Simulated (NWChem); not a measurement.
System: SiN₄H₈; SMILES N[Si](N)(N)N

```xyz
13

N     -1.0625     0.8326    -1.0919
Si     0.0000     0.0000     0.0000
N      0.8326     1.0625     1.0919
N      1.0625    -0.8326    -1.0919
N     -0.8326    -1.0625     1.0919
H     -1.7239     1.4996    -0.7119
H     -1.4833     0.3090    -1.8513
H      1.4996     1.7239     0.7119
H      0.3090     1.4833     1.8513
H      1.7239    -1.4996    -0.7119
H      1.4833    -0.3090    -1.8513
H     -0.3090    -1.4833     1.8513
H     -1.4996    -1.7239     0.7119
```
Atoms are numbered in this order, from 1.

Coordinates come from a B3LYP/6-31G* (spherical d) optimisation.

Q: List the 4 lowest vertical singlet excitations from B3LYP/6-31+G* (spherical d), TDA (NWChem).

A: 
```csv
state,energy (eV),oscillator strength,leading excitation (squared amplitude)
S1,5.25,0.000,HOMO → LUMO (0.98)
S2,5.82,0.056,HOMO−1 → LUMO (0.92)
S3,5.86,0.095,HOMO−2 → LUMO (0.93)
S4,5.86,0.095,HOMO−3 → LUMO (0.93)
```
